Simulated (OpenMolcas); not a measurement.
Levels of Ne4+ by method

```
Program             : OpenMolcas 26.06
Basis               : ANO-RCC-VDZP [3s2p1d]
Scalar Hamiltonian  : DKH2, point nucleus
Active space        : 2 electrons in 3 orbitals (2p)
State averaging     : 2S+1 = 3 even, 3 roots; 2S+1 = 1 even, 6 roots
Spin-orbit coupling : RASSI with atomic mean-field integrals over the reference wave functions, term energies averaged over their components
```

Methods on the same reference wave functions:
A. CASSCF
B. SS-CASPT2, IPEA 0.25 Eh, imaginary shift 0.1 Eh (closed shells correlated: 1s 2s)

Energies in cm⁻¹ above 2s² 2p² ³P₀, the measured ground level; measured values from NIST levels in Podobedova, Fuhr, Reader and Wiese, J. Phys. Chem. Ref. Data 33, 525 (2004).

| Level | A | B | Measured |
| --- | --- | --- | --- |
| 2s² 2p² ³P₀ | 0.0 | 0.0 | 0.0 |
| 2s² 2p² ³P₁ | 409 | 411 | 412 |
| 2s² 2p² ³P₂ | 1188 | 1189 | 1110 |
| 2s² 2p² ¹D₂ | 32785 | 32300 | 30292 |
| 2s² 2p² ¹S₀ | 80385 | 71170 | 63914 |

Deviations, from unrounded energies. A percentage is the sum of absolute deviations over the sum of measured energies, with the sign that they share, or ± where signs differ.

```csv
Against measurement,Levels,A,B
mean absolute deviation (cm-1),4,4800,2300
fine structure of the ground term (%),2,±5.3,±5.3
other terms of the ground configuration (%),2,+20.1,+9.8
```

B lies closest to measurement on these levels. The largest miss of B in the table is 2s² 2p² ¹S₀, by +7300 cm-1. The ranking rests on the paired levels alone, and a cruder setting can come out closer through cancelling errors.

From A to B the spin-free energies of the other terms of 2s² 2p² shown, above ³P, scale by factors of 0.88 to 0.98.

The lowest spin-free term lies below A's lowest term by 0.073 hartree in B.

Term energies are means over components that CASPT2 splits; among the terms shown or strongly mixed into the levels shown the widest spread is 58 cm-1 (2s² 2p² ¹D, B). With the s shell closed, the reference lacks s² → p² mixing. The basis is small and was not contracted for so high a charge. Measured partners are found by configuration, term and J. A level has none where our copy of the source lacks it or the pairing is in doubt (some pairs that miss far off the trend of their configuration count as doubtful), and it then counts in no deviation. Only configurations of the active space appear.
